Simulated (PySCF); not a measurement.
## IF₇, singlet: molecular constants

Computed with PBE0/[I def2-SVP with ECP28, F def2-SVP], scalar-relativistic core potentials, density fitting, no spin–orbit coupling, PySCF.

The structure is a minimum.

Coordinates in bohr (charge 0 multiplicity 1):
```
I     0.0000    0.0000    0.0000
F     0.0000    0.0000    3.5222
F     0.0000    0.0000   -3.5222
F     3.6207   -0.0001    0.0000
F     1.1189    3.4435    0.0000
F    -2.9292    2.1283    0.0000
F    -2.9293   -2.1281    0.0000
F     1.1188   -3.4435    0.0000
```

| Property | Result |
| --- | --- |
| Point group | D5h |
| Bond lengths | I–F 1.864 Å (×2), I–F 1.916 Å (×5) |
| Bond angles | F–I–F 72.0° (×5), F–I–F 90.0° (×10), F–I–F 144.0° (×5), F–I–F 180.0° |
| Rotational constants | 0.05502, 0.05502, 0.04834 cm⁻¹ |
| Entropy at 298.15 K and 1 bar | 375.7 J/(mol K) |
| Principal quadrupole moments (Buckingham, traceless) about the centre of mass | -2.54, -2.54, 5.09 D Å |
| Rotational symmetry number | 10 |
| Dipole moment | 0.00 D |
| Enthalpy at 298.15 K above 0 K | 25.54 kJ/mol |
| Highest occupied level | -11.41 eV |
| Lowest empty level | -6.92 eV |
| Principal polarisabilities | 34.5, 38.6, 38.6 bohr³ |
| Heat capacity Cp at 298.15 K | 135.7 J/(mol K) |
| Atomisation energy without zero-point energy | 1394 kJ/mol |
| Zero-point energy | 46.9 kJ/mol |

Harmonic modes (masses in u: I 126.904, F 18.998):
```json
{"symmetry": "e2''", "ω (cm⁻¹)": "57", "IR (km/mol, summed over degenerate members)": "0.0", "μ (u)": "19.00"}
{"symmetry": "e1'", "ω (cm⁻¹)": "236", "IR (km/mol, summed over degenerate members)": "4.3", "μ (u)": "19.20"}
{"symmetry": "e1''", "ω (cm⁻¹)": "282", "IR (km/mol, summed over degenerate members)": "0.0", "μ (u)": "19.00"}
{"symmetry": "a2''", "ω (cm⁻¹)": "327", "IR (km/mol, summed over degenerate members)": "47.7", "μ (u)": "24.31"}
{"symmetry": "e1'", "ω (cm⁻¹)": "398", "IR (km/mol, summed over degenerate members)": "154", "μ (u)": "24.61"}
{"symmetry": "e2'", "ω (cm⁻¹)": "490", "IR (km/mol, summed over degenerate members)": "0.0", "μ (u)": "19.00"}
{"symmetry": "e2'", "ω (cm⁻¹)": "589", "IR (km/mol, summed over degenerate members)": "0.0", "μ (u)": "19.00"}
{"symmetry": "a1'", "ω (cm⁻¹)": "625", "IR (km/mol, summed over degenerate members)": "0.0", "μ (u)": "19.00"}
{"symmetry": "a1'", "ω (cm⁻¹)": "674", "IR (km/mol, summed over degenerate members)": "0.0", "μ (u)": "19.00"}
{"symmetry": "e1'", "ω (cm⁻¹)": "678", "IR (km/mol, summed over degenerate members)": "204", "μ (u)": "23.65"}
{"symmetry": "a2''", "ω (cm⁻¹)": "754", "IR (km/mol, summed over degenerate members)": "108", "μ (u)": "24.25"}
```

In D5h the vibrations span e2'' + 3e1' + e1'' + 2a2'' + 2e2' + 2a1'. The a1', e1'', e2', e2'' modes carry no infrared intensity, as symmetry demands.

Charges (e):
| atom | Mulliken | Löwdin | polar tensor | Mayer order to I1 |
| --- | --- | --- | --- | --- |
| I1 | 2.23 | 2.01 | 3.35 | – |
| F2,3 | -0.28 | -0.25 | -0.50 | 0.89 |
| F4,5,6,7,8 | -0.33 | -0.30 | -0.47 | 0.78 |

Mulliken populations on I1 (electrons outside its core potential): s 3.46, p 8.33, d 10.98.

Outer orbital energies (eV). occupied: -13.15, -13.05, -13.05, -12.80, -12.80, -12.31, -12.31, -11.41; empty: -6.92, -1.65, -0.77, -0.77.

Counting electrons, iodine keeps none of its valence electrons outside its bonds, so the VSEPR class is AX7 and the expected shape is pentagonal bipyramidal (D5h), as computed.

The final relaxation and frequency run took 50 s on 4 threads of a shared Arm Neoverse V2 host, with 124 basis functions and 11 gradients; the process peaked at 2.1 GiB.
